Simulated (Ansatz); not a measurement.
`[SiH3]C[SiH2][GaH2]` + NH₃ → `N[SiH2][GaH2]` + `C[SiH3]` at 600 K and 1 bar (ligand exchange at the Si–C bond).

Program: Ansatz. Geometries: PBE0-D4/def2-TZVP. ΔE: electronic, gas phase. CCSD(T)/CBS is the MP2 limit (def2-TZVPP, def2-QZVPP) plus CCSD(T) − MP2 in def2-TZVPP, frozen cores. This one scheme is used for every species. For Ga outer-core shells are correlated without core-valence functions, which leaves a few kJ/mol of doubt a bond. Scalar relativity is left out up to krypton. One conformer a species, not always the lowest.

| species | CCSD(T)/CBS energy (Eh) | H − E (kJ/mol) | S (J/(mol·K)) |
| --- | --- | --- | --- |
| `[SiH3]C[SiH2][GaH2]` | -2545.55264 | 293.7 | 491.4 |
| NH₃ | -56.50880 | 112.4 | 219.5 |
| `N[SiH2][GaH2]` | -2271.33200 | 204.7 | 423.5 |
| `C[SiH3]` | -330.73916 | 199.7 | 315.0 |

H − E and S are ideal-gas, rigid-rotor, harmonic terms from PBE0-D4/def2-TZVP, for one conformer and one mirror image of each species. 1 Eh = 2625.50 kJ/mol, R = 8.31446 J/(mol·K).

Task: By hand: ΔE, ΔH, ΔS and ΔG.

Result: ΔE = (-2271.33200) + (-330.73916) − (-2545.55264) − (-56.50880) = -0.00972 Eh = -25.5 kJ/mol. Δ(H − E) = 204.7 + 199.7 − 293.7 − 112.4 = -1.7, so ΔH = -27.2 kJ/mol. ΔS = 423.5 + 315.0 − 491.4 − 219.5 = 27.6 J/(mol·K). ΔG = -27.2 − 600 × (27.6)/1000 = -43.8 kJ/mol.

Task: By hand: the equilibrium constant, and the temperature at which ΔG would vanish if ΔH and ΔS stayed fixed.

Result: log₁₀ K = −ΔG/(RT ln 10) = 3.8. ΔH and −TΔS have one sign here, so there is no such temperature.

TΔS isn't small against ΔH here. A doubt of 5 kJ/mol in ΔE shifts log₁₀ K by 0.4 here. Other conformers and mirror images would add mixing entropy, several J/(mol·K) or more a flexible species. These are equilibria of isolated gas molecules and say nothing of rates. Largest T1 diagnostic: 0.013 (customary marks: 0.02 for closed shells, 0.045 for open ones).
